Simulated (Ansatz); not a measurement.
The same molecule with X = B, Ga, In. Ansatz, PBE0-D4/def2-TZVP geometries, multiplicity 1.

Elements past krypton have def2 core potentials. Scalar relativity is left out up to krypton.

```json
{"X": "Ga", "molecule": "`[GaH2][AsH2]`", "mean X–As bond length / Å": "2.413", "mean X–H bond length / Å": "1.570", "LUMO energy (B3LYP/def2-TZVPP) / eV": "-2.03", "zero-point energy (PBE0-D4/def2-TZVP) / kJ/mol": "75.1", "LUMO energy (PBE0/def2-TZVPP) / eV": "-1.78"}
{"X": "In", "molecule": "`[AsH2][InH2]`", "mean X–As bond length / Å": "2.591", "mean X–H bond length / Å": "1.726", "LUMO energy (B3LYP/def2-TZVPP) / eV": "-2.10", "zero-point energy (PBE0-D4/def2-TZVP) / kJ/mol": "70.9", "LUMO energy (PBE0/def2-TZVPP) / eV": "-1.84"}
```

(1) Give the row for X = B, `B[AsH2]`. (Best estimate.)

## Answers

(1) Ansatz gave: 
```
X   molecule  mean X–As bond length / Å  mean X–H bond length / Å  LUMO energy (B3LYP/def2-TZVPP) / eV  zero-point energy (PBE0-D4/def2-TZVP) / kJ/mol  LUMO energy (PBE0/def2-TZVPP) / eV
B  `B[AsH2]`                      1.979                     1.193                                -2.14                                            93.8                               -1.95
```

From B to In the mean X–As bond length rises at each step, by 0.612 Å in all; the mean X–H bond length rises at each step, by 0.533 Å in all; the LUMO energy (B3LYP/def2-TZVPP) isn't monotonic: highest at Ga, lowest at B; the zero-point energy (PBE0-D4/def2-TZVP) falls at each step, by 22.9 kJ/mol in all; the LUMO energy (PBE0/def2-TZVPP) isn't monotonic: highest at Ga, lowest at B. Bonds lengthen as the atom grows down the group.

B3LYP here is the variant with VWN-RPA as its local correlation; programs differ in this.
